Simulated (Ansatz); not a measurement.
C₂H₆N (SMILES C[N-]C), charge -1, singlet, geometry from GFN2-xTB (a gas-phase anion, which may not be bound at this level); Ansatz (an electronic-structure program) with SC-NEVPT2/STO-3G, CASSCF(4,5).

Here is a job for Ansatz.
Ansatz 0.2 input:
```yaml
crystal:
  periodic: [false, false, false]
  atoms:
    - {symbol: C, position_ang: [-0.00450711, -0.16012117, 1.14423294]}
    - {symbol: N, position_ang: [0.05359214, 0.63577940, -0.00002007]}
    - {symbol: C, position_ang: [-0.02236646, -0.15868797, -1.14422288]}
    - {symbol: H, position_ang: [0.82977693, -0.94369191, 1.23989698]}
    - {symbol: H, position_ang: [0.05529176, 0.46516035, 2.04681331]}
    - {symbol: H, position_ang: [-0.95658511, -0.79311257, 1.25393224]}
    - {symbol: H, position_ang: [0.81031525, -0.94213013, -1.25387748]}
    - {symbol: H, position_ang: [0.02334443, 0.46772410, -2.04684276]}
    - {symbol: H, position_ang: [-0.97604679, -0.79155078, -1.23984221]}
basis:
  gaussian:
    orbitals: STO-3G
total_charge: -1
magnetization: {spin_polarized: false}
correlation: {method: sc_nevpt2, electrons: all, active_space: {window: {electrons: 4, orbitals: 5}}}
```

Question: Predict the main parts of the log of this Ansatz run.

Answer: 
```
Functional definition: HF
292 factors; integrals over basis functions are off by at most 3.5e-5 eV
mean field evaluation 1: about -3583.4507 eV, gradient 2.6e1 eV
mean field evaluation 2: about -3583.6721 eV, gradient 2.6e1 eV
mean field evaluation 4: about -3585.7983 eV, gradient 1.6e0 eV
mean field evaluation 8: about -3585.8097 eV, gradient 4.2e-2 eV
mean field -3585.80974194 eV, -131.7760774670 hartree, gradient 8.5e-7 eV, S^2 0.000000; 0 other end points of the search recorded, 0 dependent functions left out
reference -3585.80974194 eV, -131.7760774670 hartree; 13, 13 occupied and 8, 8 virtual orbitals, 292 factors
state -3586.82386658 eV, -131.8133458603 hartree
state -3586.82386658 eV, -131.8133458603 hartree; corrected -3590.04037383 eV, -131.9315503215 hartree
state -3586.67514791 eV, -131.8078805501 hartree
state -3586.67514791 eV, -131.8078805501 hartree; corrected -3589.96284381 eV, -131.9287011459 hartree
state -3586.82386658 eV, -131.8133458603 hartree; corrected -3590.04037383 eV, -131.9315503215 hartree
the orbitals are reached from a further start. From the first start the search ends at -3586.67514701 eV, -131.8078805168 hartree
Total energy: -3590.04037383 eV, -131.9315503215 hartree
```
